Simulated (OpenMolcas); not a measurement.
**Fe4+, Ru4+, Os4+: d4 down the group**

| Quantity | Value |
| --- | --- |
| Program | OpenMolcas |
| Method | MS-CASPT2, IPEA 0.25 Eh, imaginary shift 0.1 Eh |
| Basis | ANO-RCC-VTZP |
| Scalar Hamiltonian | DKH2, point nucleus |
| Spin-orbit coupling | state interaction with AMFI integrals over the reference wave functions, term energies averaged over their components |

Active space for each ion: 4 electrons in 5 orbitals (d); closed shells correlated by CASPT2: Fe4+ 3s 3p; Ru4+ 4s 4p; Os4+ 5s 5p.

Computed levels in cm-1 above 5D0:

| Level | Fe4+ | Ru4+ | Os4+ |
| --- | --- | --- | --- |
| 5D1 | 154 | 491 | 4350 |
| 5D2 | 452 | 1310 | 8190 |
| 5D3 | 877 | 2330 | 11180 |
| 5D4 | 1411 | 3480 | 13220 |
| 3P0(1) | 24900 | 16750 | 19040 |
| 3H4 | 25770 | 18210 | 21290 |
| 3P1(1) | 25840 | 19200 | 25670 |
| 3H5 | 26120 | 19400 | 26430 |
| 3H6 | 26490 | 20380 | 28770 |
| weight of 5D in the lowest level (%) | 100 | 97 | 65 |

Mixed levels, with the weight of the term that names them: Os4+ 5D0 (65 %), Os4+ 5D4 (70 %), Os4+ 3P0(1) (52 %), Os4+ 3H4 (57 %).

Measured, with the error of the calculation in %. Measured levels: Fe4+ from Corliss and Sugar, J. Phys. Chem. Ref. Data 11, 135 (1982); Os4+ from the list in Palmeri et al., Atoms 14, 22 (2026).

```csv
Level,Fe4+,Os4+
5D1,142 (+8.6),4311 (+1.0)
5D2,417 (+8.3),8083 (+1.3)
5D3,803 (+9.2),11018 (+1.5)
5D4,1283 (+10.0),12966 (+1.9)
3P0(1),24055 (+3.5),
3H4,24932 (+3.4),20374 (+4.5)
3P1(1),24973 (+3.5),24680 (+4.0)
3H5,25226 (+3.5),25344 (+4.3)
3H6,25528 (+3.8),27669 (+4.0)
```

The fine-structure level 5D4 changes by a factor of 9.37 from Fe4+ to Os4+.

Without spin-orbit coupling 3P(1) lies 25730, 18400, 16320 cm-1 above 5D in that order; the difference to the level 3P0(1), of either sign, comes from spin-orbit coupling, which also lowers the zero.

CASPT2 breaks the degeneracy within a term, and the mean is taken; among the terms shown or strongly mixed into the levels shown the widest spread is 950 cm-1 (5d4 1I, Os4+). Terms from blocks run as CI alone lack orbitals of their own. The CASPT2 spread within a term exceeds the gap to the next term for 5d4 3H and 5d4 3P(1), 5d4 1I and 5d4 3D, so the order of their levels is uncertain (holds for Os4+). Measured partners are found by configuration, term and J. A level has none where our copy of the source lacks it or the pairing is in doubt (some pairs that miss far off the trend of their configuration count as doubtful), and it then counts in no deviation. Levels of configurations outside the active space are missing.

A number in round brackets counts repeated terms of one configuration in the order of the reference energies.
